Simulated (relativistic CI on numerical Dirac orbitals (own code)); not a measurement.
## Os3+: N6,7 absorption edge

Computed with this model: Dirac-Coulomb-Breit CI, separate exchange-only KLI orbitals for each configuration, QED by a radiative potential, valence Slater integrals scaled by 0.7, multiplet model of core-to-valence dipole absorption; configurations [Xe] 4f14 5d5 → [Xe] 4f13 5d6; 300 K; Lorentzian 0.18 eV and Gaussian 0.3 eV FWHM. Energies are those of the free ion, without screening or charge transfer. The branching ratio is the share of the lower-energy edge in the whole absorption, uncertain by about 0.02 where the edges overlap. S is read from ⟨S²⟩ = S(S + 1).

Field parameters in Wybourne normalisation: Oh B⁴₀ = 21Dq, B⁴₄ = √(5/14) B⁴₀. The field is a parameter set, without covalency.

free ion: ground-state S = 2.37, centroid 51.95 eV. Peaks (eV, height): 51.4 (100), 53.3 (50).

Oh, 10Dq = 7000 cm⁻¹: ground-state S = 2.27, centroid 51.89 eV. Peaks (eV, height): 51.0 (100), 51.6 (88), 53.2 (60), 54.3 (16).

Strongest unbroadened transitions for Oh, 10Dq = 7000 cm⁻¹:

| Energy (eV) | Relative strength |
| --- | --- |
| 50.53 | 62.8 |
| 50.83 | 37.9 |
| 50.88 | 39.2 |
| 50.90 | 46.2 |
| 50.92 | 100.0 |
| 51.00 | 71.3 |
| 51.21 | 42.8 |
| 51.38 | 49.6 |
| 51.46 | 28.7 |
| 51.53 | 33.0 |
| 51.64 | 72.9 |
| 51.75 | 32.3 |
| 51.78 | 28.8 |
| 51.83 | 46.7 |
| 53.12 | 44.2 |
| 53.14 | 25.5 |
| 53.17 | 74.4 |
| 53.26 | 34.7 |
